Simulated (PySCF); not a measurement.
Ligand exchange on a metal centre used in film growth or etching (Zn Cl-F). All species are isolated molecules in the gas phase.

Calculation: PySCF 2.14.0 with B3LYP-D3(BJ)/def2-TZVP // TPSS-D3(BJ)/def2-SVP. B3LYP has the VWN-RPA correlation part, as in Gaussian. 

| species | mean distance from the central atom to its bonded neighbours (Å) | charge on the central atom (Mulliken) (e) | HOMO–LUMO gap (eV) |
|---|---|---|---|
| 0 of 2 Cl replaced by F | 2.104 | 0.60 | 6.74 |
| 1 of 2 Cl replaced by F ([Zn(Cl)(F)]) | 1.920 | 0.77 | 6.86 |
| 2 of 2 Cl replaced by F ([Zn(F)2]) | 1.736 | 0.94 | 7.88 |
